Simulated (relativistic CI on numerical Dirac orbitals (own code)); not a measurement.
## Crystal-field levels of Cu4+, 3d7

Calculated by Dirac-Coulomb-Breit CI, separate exchange-only KLI orbitals for each configuration, a model potential for QED, valence Slater integrals scaled by 0.65, one configuration in a parametric crystal field (own radial code).

Field parameters in Wybourne normalisation: Oh B⁴₀ = 21Dq, B⁴₄ = √(5/14) B⁴₀. The field is a parameter set, without covalency.

S is read from ⟨S²⟩ = S(S + 1).

Levels (cm⁻¹, degeneracy): 0 (4), 12891 (2), 13513 (4), 14607 (2), 14649 (4), 29958 (4), 30705 (2), 31083 (4), 31401 (2), 37143 (4), 37867 (2), 44535 (4).

Question: Which field gives this pattern?
A. Oh, 10Dq = 33000 cm⁻¹
B. Oh, 10Dq = 25000 cm⁻¹
C. Oh, 10Dq = 17000 cm⁻¹
D. Oh, 10Dq = 21000 cm⁻¹

Answer: A. Oh, 10Dq = 33000 cm⁻¹, ground level with S = 0.51.
